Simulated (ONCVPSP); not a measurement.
**Transferability test, ONCV potential for V (Z = 23)**

| Quantity | Value |
| --- | --- |
| Element | vanadium (V) |
| Generator | ONCVPSP 4.0.1 |
| Type | optimised norm-conserving Vanderbilt (ONCV) |
| Functional | PBEsol |
| Relativity | fully relativistic |
| Frozen core | [Ne] |
| Valence charge | 13 |
| Reference configuration | 3s2 3p6 3d3 4s1.5 4p0.5 |
| Partial waves | 3s+4s: rc 1.80 bohr, ncon 4, nbas 9, qcut 7.5 1/bohr, 2 projectors; 3p+4p: rc 1.80 bohr, ncon 3, nbas 6, qcut 9.3 1/bohr, 2 projectors; 3d: rc 1.40 bohr, ncon 3, nbas 8, qcut 8.7 1/bohr, 2 projectors, debl 1.8 Ha; f scattering state at 0.34 Ha: rc 1.55 bohr, ncon 4, nbas 7, qcut 6.2 1/bohr, 2 projectors, debl 3.7 Ha |
| Local potential | polynomial inside 1.25 bohr (lpopt 2, dvloc0 0 Ha) |
| Core correction | none |

Open shells are filled in proportion to 2j + 1.

Energies are relative to the spin-unpolarised reference configuration 3s2 3p6 3d3 4s1.5 4p0.5; without spin polarisation the order of configurations can differ from experiment.

```
valence configuration  charge  ΔE all-electron (eV)  error AE − PS (meV)
  3s2 3p6 3d3 4s1 4p0      +1                 6.085                 +0.3
  3s2 3p6 3d3 4s0 4p0      +2                20.289                 +1.3
  3s2 3p6 3d3 4s0 4p2       0                 5.214                 +0.2
```

Task: What are ΔE and the potential's error for 3s2 3p6 3d3 4s2 4p0?

Result: ΔE = -1.665 eV all-electron; the error (AE − PS) is 0.0 meV.

Levels in the configuration 3s2 3p6 3d3 4s0 4p2:

```
   level  all-electron (eV)  pseudo (eV)
3s j=1/2            -72.731      -72.746
3p j=3/2            -46.370      -46.381
3p j=1/2            -47.203      -47.215
3d j=5/2             -7.674       -7.683
3d j=3/2             -7.742       -7.750
4p j=3/2             -2.628       -2.627
4p j=1/2             -2.667       -2.667
```
